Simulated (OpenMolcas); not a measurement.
**Ir⁶⁺: effect of the active space**

| Item | Value |
| --- | --- |
| Program | OpenMolcas |
| Method | CASSCF or its RAS form |
| Basis | ANO-RCC-VQZP |
| Scalar Hamiltonian | DKH2, point nucleus |
| Spin-orbit coupling | RASSI with atomic mean-field integrals over the reference wave functions, term energies averaged over their components |

A. 3 electrons in 5 orbitals (5d); 2S+1 = 4 even, 10 roots; 2S+1 = 2 even, 40 roots; cost of the order of 13 core-seconds
B. 9 electrons in 8 orbitals (RAS1 5p, at most 2 holes; RAS2 5d); 2S+1 = 4 even, 10 roots; 2S+1 = 2 even, 40 roots; cost about 40 core-seconds
C. 3 electrons in 10 orbitals (5d 6d); 2S+1 = 4 even, 10 roots; 2S+1 = 2 even, 40 roots; cost about 30 core-seconds

Energies in cm-1 above 5d3 4F 3/2.

| Level | A | B | C |
| --- | --- | --- | --- |
| 5d3 4F 3/2 | 0.0 | 0.0 | 0.0 |
| 5d3 4F 5/2 | 7476 | 7983 | 7517 |
| 5d3 4F 7/2 | 13679 | 14379 | 13711 |
| 5d3 4F 9/2 [60 %] | 17897 | 18677 | 17907 |
| 5d3 4P 1/2 [72 %] | 21781 | 21372 | 21685 |
| 5d3 2G 7/2 | 28627 | 29374 | 28487 |
| 5d3 2H 9/2 [56 %] | 29547 | 30828 | 29410 |
| 5d3 4P 5/2 | 30944 | 30849 | 30992 |
| 5d3 2P 1/2 [72 %] | 37366 | 36922 | 37257 |
| 5d3 2H 11/2 | 39679 | 41413 | 39621 |
| 5d3 2D 5/2(1) | 43582 | 43275 | 43459 |
| 5d3 2G 9/2 [56 %] | 45530 | 47001 | 45515 |
| 5d3 2F 5/2 | 50682 | 50614 | 50481 |
| 5d3 2P 3/2 [58 %] | 51033 | 50473 | 50897 |
| 5d3 2F 7/2 | 51570 | 51823 | 51380 |
| 5d3 2D 3/2(2) | 75926 | 74075 | 75246 |
| 5d3 2D 5/2(2) | 76844 | 74923 | 76316 |

Among A to C the level of the table that moves most is 5d3 2D 5/2(2), by 1900 cm-1 (lowest in B, highest in A).

Without dynamic correlation excited terms often stand tens of per cent too high (terms of higher spin than the ground term too low), and those without a measured partner can miss by more than the paired ones. Active for correlation alone: 5p; no level in the range computed is led by a configuration that opens it, so any true level of that kind is missing (holds for B). Active for correlation alone: 6d; no level in the range computed is led by a configuration that fills it, so any true level of that kind is missing (holds for C). Only configurations of the active space appear. Levels that lie high or do not pair safely by name in every column are left out.

A share in square brackets marks a mixed level and gives the weight of the term that names it, the lowest over the columns. A number in round brackets counts repeated terms of one configuration in the order of the reference energies.
